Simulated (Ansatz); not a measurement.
Two isomers of C2H7BO2Si: A = `CBOC1O[SiH2]1`, B = `OC1COB1[SiH3]`.

Gas-phase electronic energies from Ansatz, PBE0-D4/def2-TZVP geometries. CCSD(T)/CBS adds triple-zeta CCSD(T) − MP2 to the extrapolated MP2 energy (def2 sets, frozen cores). DFT in def2-TZVPP. B3LYP here is the variant with VWN-RPA as its local correlation; programs differ in this. One conformer a species, not always the lowest.

(1) Which is lower in electronic energy at CCSD(T)/CBS, and by how much? (Best estimate.)

(2) Give E(B) − E(A) in kJ/mol with HF/def2-TZVPP, MP2/def2-TZVPP, r2SCAN-D4, B3LYP-D4, ωB97M-V, PBE-D4, B3LYP. (An estimate is asked.)

Largest T1 diagnostic: 0.015.

## Answers

(1) Ansatz gave: A, by 97.2 kJ/mol.

(2) Computed: HF/def2-TZVPP 97.5, MP2/def2-TZVPP 105.3, r2SCAN-D4 107.9, B3LYP-D4 102.6, ωB97M-V 100.5, PBE-D4 91.9, B3LYP 105.5. None reverses the order clearly.

From PBE to PBE0 (25 % exact exchange), in def2-TZVPP and without D4, E(B) − E(A) moves by −3.7 kJ/mol.
